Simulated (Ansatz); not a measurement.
Basis sets compared for Al2O6H6 (the lowest singlet isomer of a short search). Total charge 0; singlet. Geometry r2SCAN-D4/def2-SVP. Ansatz on 4 threads of Intel Xeon Platinum 8259CL on a shared host; times are rough, and most runs start from earlier orbitals.

```xyz
14

Al   -0.635    0.833    0.533
Al    1.254   -0.857   -0.725
O     2.561   -1.462    0.196
O    -0.622    1.488    2.101
O    -1.892    1.044   -0.630
O    -1.506   -1.604   -0.560
O     1.070    0.916   -0.126
O    -0.408   -0.974    0.149
H    -1.949   -0.790   -0.908
H    -2.480    1.788   -0.776
H    -1.357    1.539    2.714
H     1.792    1.401    0.293
H     3.060   -2.262    0.022
H     1.113   -1.060   -2.283
```

The structure holds one bond between oxygen atoms, so isomers without such links may lie far lower. The structure comes from a short search, and lower isomers may exist.

Binding counts from free atoms (Al doublet, O triplet, H doublet) in the same basis, without a counterpoise term.

```
                          level  functions  energy (Eh)  HOMO (eV)  LUMO (eV)  binding per atom (eV)  wall time
                      HF/STO-3G         54    -924.8225      -8.03      10.39                   2.88      0.5 s
                   HF/def2-TZVP        296    -936.9887     -11.89       2.56                   2.62      6.5 s
                PBE-D4/def2-SVP        150    -938.8221      -6.02      -1.27                   4.00      2.2 s
               PBE-D4/def2-TZVP        296    -939.5599      -6.34      -1.66                   3.98      4.8 s
BLYP-D4/def2-TZVP (with forces)        296    -940.2673      -6.28      -1.57                   3.93      6.5 s
               PBE0-D4/def2-SVP        150    -938.8654      -7.98       0.02                   3.86      3.3 s
              PBE0-D4/def2-TZVP        296    -939.5959      -8.17      -0.34                   3.85       10 s
```

Q: Estimate the rows for PBE-D4/def2-TZVPD, BLYP-D4/def2-TZVPD, PBE0-D4/def2-TZVPD.

A: 
| level | functions | energy (Eh) | HOMO (eV) | LUMO (eV) | binding per atom (eV) | wall time |
| --- | --- | --- | --- | --- | --- | --- |
| PBE-D4/def2-TZVPD | 380 | -939.5673 | -6.46 | -1.83 | 3.98 | 9 s |
| BLYP-D4/def2-TZVPD | 380 | -940.2751 | -6.41 | -1.76 | 3.93 | 9.5 s |
| PBE0-D4/def2-TZVPD | 380 | -939.6021 | -8.25 | -0.75 | 3.85 | 15 s |
